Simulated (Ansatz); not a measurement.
BHBr (SMILES [BH]Br): methods side by side

BHBr has 3 atoms, charge 0, and is taken as a doublet. SMILES: `[BH]Br`. The coordinates come from a PBE0-D4/def2-TZVP relaxation.

```xyz
3

B    -0.0945   -0.5230   -0.1157
Br    1.1810    0.5632    0.7098
H    -1.0974   -0.1050   -0.6073
```

Quantity: the energy change with the B1–H3 bond stretched from 1.193 to 2.981 Å, in eV. The values are calculated.

```tsv
level	kind	program	value (eV)	less FCI/STO-3G
USVWN5/STO-3G	LDA	Ansatz	5.01	+1.09
U-r2SCAN/STO-3G	meta-GGA	Ansatz	4.68	+0.76
U-r2SCAN0/STO-3G	hybrid meta-GGA	Ansatz	4.74	+0.82
UCAM-B3LYP/STO-3G	range-separated hybrid	Ansatz	4.72	+0.80
UMP2/STO-3G	perturbation theory	Ansatz	4.34	+0.42
UCCSD(T)/STO-3G	coupled cluster or CI	Ansatz	3.92	0.00
UCCSD/STO-3G	coupled cluster or CI	Ansatz	3.95	+0.03
UCCSDT/STO-3G	coupled cluster or CI	Ansatz	3.93	+0.01
FCI/STO-3G	exact in the basis	Ansatz	3.92	0.00
```

FCI/STO-3G is exact within its basis and frozen core, so for wave-function methods in that basis the difference is their error; functionals converge differently with the basis, so for them it is only a difference. All-electron rows without a relativistic Hamiltonian named are non-relativistic. The first shape isn't each level's own minimum. The values span 3.92 to 5.01 eV. Spin contamination of the reference (⟨S²⟩ at least 0.1 too high) touches U-r2SCAN/STO-3G, U-r2SCAN0/STO-3G, UMP2/STO-3G, UCCSD(T)/STO-3G, UCCSD/STO-3G, UCCSDT/STO-3G. All rows use very small basis sets, so none should be taken for the real molecule's value. In the correlated wave-function rows the outer d shell of Br is correlated, in sets not made for it.
